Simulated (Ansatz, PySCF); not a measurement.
Energy difference R1 + R2 → 2 P1, each structure at its B3LYP-D3(BJ)/def2-TZVP stationary point, reached from a drawn start (curvature not checked).
P1, NO (SMILES [N]=O) (charge 0, multiplicity 2):
```csv
atom,x (Å),y (Å),z (Å)
N,0.0000,0.0000,-0.5725
O,0.0000,0.0000,0.5725
```
R1, N2 (SMILES N#N) (charge 0, multiplicity 1, Z-matrix in Å and degrees):
```
N
N 1 1.0909
```
R2: O2 (SMILES O=O), charge 0, multiplicity 3.

P less R. No zero-point or thermal terms; singlets are restricted closed shells; open shells are unrestricted; no spin–orbit coupling.

Correlated levels freeze the cores.

Codes used: Ansatz (a quantum-chemistry and plane-wave program); PySCF for the D3/D4 terms. No computed number here is a measurement.

**Question.** What is the computed reaction energy (CCSD(T)/cc-pVQZ)?

**Answer.** 1.89 eV

**Question.** What is the computed reaction energy (B3LYP-D4/def2-TZVPP)?

**Answer.** 1.87 eV

**Question.** What reaction energy does B2PLYP/def2-TZVPP give?

**Answer.** 1.92 eV
